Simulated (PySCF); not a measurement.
**Static response to an electric field**

Species: (trifluorovinyl)benzene, C₈H₅F₃.
Cartesian coordinates in Å at the PBE0-D3(BJ)/def2-SVP level; atoms count from 1:
```xyz
16
C8H5F3 angstrom
F      4.036   -0.449   -0.522
C      2.809   -0.006   -0.566
F      2.711    1.080   -1.294
C      1.782   -0.598    0.060
F      2.093   -1.699    0.756
C      0.373   -0.211    0.081
C     -0.518   -1.019    0.806
C     -1.873   -0.707    0.855
C     -2.365    0.411    0.186
C     -1.485    1.219   -0.533
C     -0.129    0.918   -0.589
H     -0.138   -1.896    1.330
H     -2.551   -1.348    1.423
H     -3.430    0.653    0.224
H     -1.858    2.100   -1.061
H      0.539    1.565   -1.156
```

Level: wB97X-D/def2-SVPD (PySCF), static field, nuclei fixed, core orbitals frozen in the response. The polarisability tensor in these axes (au):

```
x   137.28  -3.71 -13.87
y    -3.71  84.99 -19.56
z   -13.87 -19.56  71.51
```

Give the principal values, the mean and the anisotropy Δα = √{½[(α1 − α2)² + (α2 − α3)² + (α1 − α3)²]}.

Principal values 55.34, 98.35 and 140.09 au; mean 97.92 au = 14.51 Å³ = 16.15 × 10⁻⁴⁰ C²·m²/J; Δα = 73.40 au (75 % of the mean).

What is the dipole moment, and where does it point?

(-1.78, 0.67, -0.11) D, 1.91 D in size, pointing from the negative to the positive side. Measured along this direction, the outermost atoms are F1 at the negative end and H14 at the positive end.

What are the principal values of the traceless quadrupole moment, Θ = ½Σq(3rr − r²1), about the centre of nuclear charge?

-5.00, 0.80, 4.20 D·Å. The values depend on the origin, since the dipole doesn't vanish. The electronic extent ⟨r²⟩ about the same centre is 1847 bohr², a root-mean-square distance of 2.54 Å for the 80 electrons.

Give the principal axes and the span of the nuclei along them.

Largest value along (0.98, 0.00, -0.20), where the nuclei span 7.46 Å; middle along (-0.12, 0.83, -0.55), 4.82 Å; least along (0.16, 0.56, 0.81), 0.04 Å. The response follows the extents in order.

Estimate the molar refractivity from the static electronic polarisability.

Lorentz–Lorenz: R = (4π/3)N_A α = 2.5225 cm³/(mol·Å³) × 14.51 Å³ = 36.6 cm³/mol, in the limit of long wavelengths.

Find the Langevin capture rate constant for H3+ (3.023 u) meeting this molecule (158.034 u), k = 2.342 × 10⁻⁹ cm³/s × √(α in Å³ / reduced mass in u).

The reduced mass is 2.97 u, so k = 5.18 × 10⁻⁹ cm³/s. The formula leaves out the permanent dipole, which adds to the capture rate.

Rayleigh depolarisation ratio (linearly polarised light, static tensor)?

ρ = 3Δα²/(45ᾱ² + 4Δα²) = 16160.8/(431514 + 21547.8) = 0.0357.

Isolated species at its PBE0-D3(BJ)/def2-SVP geometry (one conformer only).

These values come from a run that also computed excited states. Hardware: x86-64 server, one thread, no GPU, shared host. Cost: 3.9 min wall, 2.6 min CPU.
